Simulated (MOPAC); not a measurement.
A run for MOPAC: PM6 on BiF2HTe (SMILES [F][Bi]([F])[TeH]), a point of a torsion scan.

```
PM6 1SCF PRECISE CHARGE=0 THREADS=1
BiF2HTe

F     -1.38470843 1     1.54098826 1     0.26475473 1
Bi    -0.74104202 1    -0.04362616 1    -0.88739308 1
F     -1.81084456 1    -1.40381275 1     0.22462818 1
Te     1.40041312 1    -0.43456167 1     0.75757024 1
H      2.51054876 1    -0.18781589 1    -0.44361987 1
```

Output:

```
*******************************************************************************
 **                                                                           **
 **                              MOPAC v23.2.5                                **
 **                                                                           **
 *******************************************************************************
 ** MOPAC's Digital Object Identifier: https://doi.org/10.5281/zenodo.6511958 **
 **                                                                           **
 ** Please cite the open-source release paper for use of this MOPAC version:  **
 ** J. E. Moussa and J. J. P. Stewart (2026)                                  **
 ** MOPAC: An open-source semiempirical molecular orbital program             **
 ** J. Open Source Softw., 11(119), 8025, https://doi.org/10.21105/joss.08025 **
 *******************************************************************************

                              PM6 CALCULATION RESULTS

 *******************************************************************************
 *  PM6        - The PM6 Hamiltonian to be used
 *
 *
 *
 *                 CHARGE ON SYSTEM = 0
 *
 *
 *
 *  PRECISE    - TIGHTER CRITERIA TO BE USED
 *  1SCF       - DO 1 SCF AND THEN STOP
 *  THREADS=1  - MULTI-THREADING NOT USED
 *  T=         - A TIME OF 172800.0 SECONDS REQUESTED
 *  DUMP=N     - RESTART FILE WRITTEN EVERY 7200.0 SECONDS REQUESTED
 *******************************************************************************
PM6 1SCF PRECISE CHARGE=0 THREADS=1
 BiF2HTe

   ATOM   CHEMICAL          X               Y               Z
  NUMBER   SYMBOL      (ANGSTROMS)     (ANGSTROMS)     (ANGSTROMS)

     1       F         -1.38470843  *   1.54098826  *   0.26475473  *
     2      Bi         -0.74104202  *  -0.04362616  *  -0.88739308  *
     3       F         -1.81084456  *  -1.40381275  *   0.22462818  *
     4      Te          1.40041312  *  -0.43456167  *   0.75757024  *
     5       H          2.51054876  *  -0.18781589  *  -0.44361987  *



          CARTESIAN COORDINATES

    NO.       ATOM           X           Y           Z

     1         F         -1.3847      1.5410      0.2648
     2        Bi         -0.7410     -0.0436     -0.8874
     3         F         -1.8108     -1.4038      0.2246
     4        Te          1.4004     -0.4346      0.7576
     5         H          2.5105     -0.1878     -0.4436

 General Reference for PM6:
 "Optimization of Parameters for Semiempirical Methods V: Modification of NDDO Approximations
 and Application to 70 Elements", J. J. P. Stewart, J. Mol. Mod., 13, 1173-1213 (2007)
 URL: https://link.springer.com/article/10.1007/s00894-007-0233-4

           Empirical Formula: H F2 Bi Te  =     5 atoms



      MOLECULAR POINT GROUP   :   C1


      RHF CALCULATION, NO. OF DOUBLY OCCUPIED LEVELS = 13


 -------------------------------------------------------------------------------
 PM6 1SCF PRECISE CHARGE=0 THREADS=1
 BiF2HTe



     1SCF WAS SPECIFIED, SO BFGS WAS NOT USED
     SCF FIELD WAS ACHIEVED


                              PM6 CALCULATION
                                                       MOPAC v23.2.5 Linux




          FINAL HEAT OF FORMATION =       -171.27632 KCAL/MOL =    -716.62013 KJ/MOL


          COSMO AREA              =        137.57 SQUARE ANGSTROMS
          COSMO VOLUME            =        136.50 CUBIC ANGSTROMS

          IONIZATION POTENTIAL    =          9.169086 EV
          HOMO LUMO ENERGIES (EV) =         -9.169 -1.731
          NO. OF FILLED LEVELS    =         13
          MOLECULAR WEIGHT        =        375.5851         POINT GROUP:  C1

          MOLECULAR DIMENSIONS (Angstroms)

            Atom       Atom       Distance
            H     5    F     3     4.53868
           Te     4    F     1     2.77495
           Te     4   Bi     2     1.55605


          SCF CALCULATIONS        =          1





   ATOM   CHEMICAL          X               Y               Z
  NUMBER   SYMBOL      (ANGSTROMS)     (ANGSTROMS)     (ANGSTROMS)

     1       F         -1.38470843  *   1.54098826  *   0.26475473  *
     2      Bi         -0.74104202  *  -0.04362616  *  -0.88739308  *
     3       F         -1.81084456  *  -1.40381275  *   0.22462818  *
     4      Te          1.40041312  *  -0.43456167  *   0.75757024  *
     5       H          2.51054876  *  -0.18781589  *  -0.44361987  *

                             CARTESIAN COORDINATES

   1    F       -1.384708430     1.540988260     0.264754730
   2   Bi       -0.741042020    -0.043626160    -0.887393080
   3    F       -1.810844560    -1.403812750     0.224628180
   4   Te        1.400413120    -0.434561670     0.757570240
   5    H        2.510548760    -0.187815890    -0.443619870


           Empirical Formula: H F2 Bi Te  =     5 atoms



      MOLECULAR POINT GROUP   :   C1


                  EIGENVALUES
 -73.22973 -37.17592 -36.86237 -21.57588 -14.75397 -14.01729 -13.85159 -13.53447
 -13.13089 -12.31528 -11.99281  -9.49941  -9.16909  -1.73124  -1.39484   0.39553
   1.58753


              NET ATOMIC CHARGES AND DIPOLE CONTRIBUTIONS

  ATOM NO.   TYPE          CHARGE      No. of ELECS.   s-Pop       p-Pop
    1          F          -0.549495        7.5495     1.96670     5.58279
    2         Bi           0.994157        4.0058     1.82774     2.17811
    3          F          -0.529447        7.5294     1.96521     5.56424
    4         Te          -0.052341        6.0523     1.89982     4.15252
    5          H           0.137126        0.8629     0.86287
 DIPOLE           X         Y         Z       TOTAL
 POINT-CHG.     6.023    -0.720    -5.990     8.525
 HYBRID         0.407     0.173    -0.103     0.454
 SUM            6.429    -0.547    -6.093     8.875


          ATOMIC ORBITAL ELECTRON POPULATIONS

     Atom    s        px        py        pz
    1  F   1.96670   1.96184   1.74695   1.87401
    2 Bi   1.82774   0.71785   0.58843   0.87184
    3  F   1.96521   1.90790   1.77820   1.87813
    4 Te   1.89982   0.95113   1.75670   1.44469
    5  H   0.86287

 **********************
 *                    *
 * JOB ENDED NORMALLY *
 *                    *
 **********************




 == MOPAC DONE ==
```

The run finished.

Cost: about 0.05 core-seconds (a rough figure).
